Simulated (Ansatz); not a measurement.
A nudged elastic band was laid between two geometries of BBrCl₂H₂O (7 atoms, charge 0, multiplicity 1).

Theory: Ansatz 0.2.0, RKS PBE-D4/def2-SVP.

```yaml
movable_images: 5
climbing_image: yes
spring: 5.0 eV/Å²
optimiser: quadratic models (default)
start_path: through a guess of the saddle point
force_threshold: 0.05 eV/Å
iteration_limit: 60
end_points: relaxed
```

Image 0:

```xyz
7
Properties=species:S:1:pos:R:3
B 0.220 -0.585 0.058
Br 2.093 0.161 -0.069
Cl -0.143 -1.928 -1.073
Cl -0.375 -0.802 1.776
H 0.036 1.417 -0.595
O -0.671 0.738 -0.457
H -1.159 0.999 0.360
```

Image 6:

```xyz
7
Properties=species:S:1:pos:R:3
B -0.666 -0.868 0.379
Br 2.376 1.647 -1.510
Cl 0.174 -2.069 -0.582
Cl -1.909 -1.338 1.550
H 1.207 1.140 -0.824
O -0.337 0.442 0.204
H -0.844 1.045 0.782
```

Which bonds break or form, and what moves?

Bonds broken: B1–Br2, H5–O6. Bonds formed: Br2–H5. BBrCl2H2O becomes BCl2HO + BrH.

What energy profile does the band end with?

The run converged. The highest image is number 1 of 0 to 6, 44.3 kJ/mol above the first end and 78.0 kJ/mol above the last; the last end lies 33.7 kJ/mol below the first. A vibrational analysis at the climbing image gives one clearly imaginary mode, 811i cm⁻¹: a first-order saddle point. The orbitals stay closed-shell, which can raise the energy where a bond breaks towards radicals; this wasn't checked here.

| image | path coordinate (Å) | energy (kJ/mol) | B1–Br2 (Å) | H5–O6 (Å) | Br2–H5 (Å) |
| --- | --- | --- | --- | --- | --- |
| 0 | 0.00 | 0.0 | 2.02 | 0.99 | 2.47 |
| 1 | 0.78 | 44.3 | 2.44 | 1.26 | 1.69 |
| 2 | 1.47 | -18.5 | 3.11 | 1.86 | 1.46 |
| 3 | 2.15 | -31.3 | 3.69 | 2.07 | 1.44 |
| 4 | 2.84 | -32.9 | 4.00 | 2.01 | 1.45 |
| 5 | 3.52 | -33.5 | 4.23 | 1.98 | 1.45 |
| 6 | 4.20 | -33.7 | 4.38 | 1.98 | 1.45 |

What is the geometry of the highest image?


```xyz
7
Properties=species:S:1:pos:R:3
B -0.120 -0.606 0.078
Br 2.016 0.543 -0.186
Cl -0.135 -1.928 -1.087
Cl -0.368 -0.919 1.811
H 0.457 1.095 -0.535
O -0.723 0.670 -0.420
H -1.127 1.145 0.339
```

What are the harmonic wavenumbers there?

811i, 125, 144, 256, 295, 413, 416, 464, 625, 822, 1016, 1100, 1132, 1426, 3634 cm⁻¹.

The band took 18 iterations and roughly 5 core-minutes.

Run time: 2.7 min on 2 threads of Intel(R) Xeon(R) Platinum 8488C (Sapphire Rapids), on a shared host, peak memory 0.16 GiB.
